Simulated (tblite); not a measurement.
A tight-binding relaxation on `BOB(C)O[C@@H](C)[SiH2]C`.

Computed with GFN2-xTB geometry optimisation, gas phase (tblite 0.8.0). Start geometry: from a force field or distance geometry. The command runs a driver script over a list of jobs; the input below is this job's line of settings and its coordinates in Å.

Command:
```bash
OMP_NUM_THREADS=1 python probes_run.py task.json out
```

Input:
```
{"job": {"kind": "relax", "xc": "GFN2-xTB", "basis": "xTB"}, "charge": 0, "multiplicity": 1}
B     -2.619100     1.643900     0.197800
O     -1.318700     1.216800    -0.310100
B     -1.323700    -0.213800    -0.626100
C     -2.706700    -0.990600    -0.609700
O     -0.045200    -0.892100    -0.693100
C      0.736400    -0.538100     0.390000
C      1.077300    -1.851500     1.079700
Si     2.345200     0.155300    -0.271000
C      2.401700     1.994200    -0.327800
H     -3.050300     0.979900     1.108200
H     -3.428700     1.950100    -0.641100
H     -2.774300    -1.772600    -1.407900
H     -2.844600    -1.479900     0.389600
H     -3.552800    -0.297100    -0.814400
H      0.240100     0.181000     1.084300
H      1.319700    -1.724000     2.151300
H      0.227400    -2.570300     1.040700
H      1.941300    -2.293000     0.546100
H      3.479700    -0.333300     0.514700
H      2.569200    -0.350600    -1.644500
H      3.457100     2.383200    -0.323000
H      1.894500     2.440600    -1.190800
H      1.969800     2.388800     0.640100
```

Output:
```
step      E/eV     max force
  0    -763.77379    4.145
  1    -764.44732    2.020
  2    -764.74874    1.415
  3    -764.85998    0.978
  4    -764.98648    0.753
  5    -765.04087    0.687
  6    -765.11691    0.781
  7    -765.16675    0.915
  8    -765.23137    0.873
  9    -765.29514    0.655
... (219 lines left out)
229    -766.27447    0.028
230    -766.27459    0.024
231    -766.27467    0.028
232    -766.27476    0.024
233    -766.27483    0.020
234    -766.27491    0.018
235    -766.27497    0.018
236    -766.27501    0.011
237    -766.27504    0.011
238    -766.27505    0.009
```

«max force» is the largest atomic force in eV/Å.

Task: From which step on does the largest force stay under 0.1 eV/Å, and how much energy is left to gain from there?

Result: From step 74 (0.090 eV/Å), 76.9 meV above the end.

In short: energy lowered by 57.7 kcal/mol over 238 steps; largest atomic force 0.009 eV/Å at the end.

Task: Where do the atoms end?

Result: 1.160 Å rms from the input after alignment:
```
atom  x, y, z in Å
B1    -1.9366    1.7722    1.0541
O2    -1.7087    0.7248    0.3222
B3    -1.3829   -0.3541   -0.3874
C4    -2.3553   -0.8904   -1.5405
O5    -0.2337   -1.0308   -0.1767
C6     0.7430   -0.6657    0.8039
C7     1.1651   -1.9225    1.5543
Si8    2.1610    0.1695   -0.1777
C9     1.4672    1.6905   -1.0702
H10   -2.5349    1.6631    2.0695
H11   -1.5495    2.8336    0.6986
H12   -1.9165   -1.7329   -2.0646
H13   -3.3091   -1.2101   -1.1280
H14   -2.5680   -0.1104   -2.2675
H15    0.2919    0.0353    1.5192
H16    1.9270   -1.6749    2.2887
H17    0.3138   -2.3708    2.0643
H18    1.5694   -2.6528    0.8584
H19    3.2193    0.5522    0.7699
H20    2.6756   -0.8094   -1.1418
H21    2.2354    2.2013   -1.6435
H22    0.6738    1.4052   -1.7563
H23    1.0478    2.4044   -0.3659
```

Time: 2.3 s wall. Hardware: one thread of an Arm Neoverse V1, shared host with 32 logical CPUs at a one-minute load of 25.
Labels such as C1 count atoms from 1, the log's own numbers from 0.
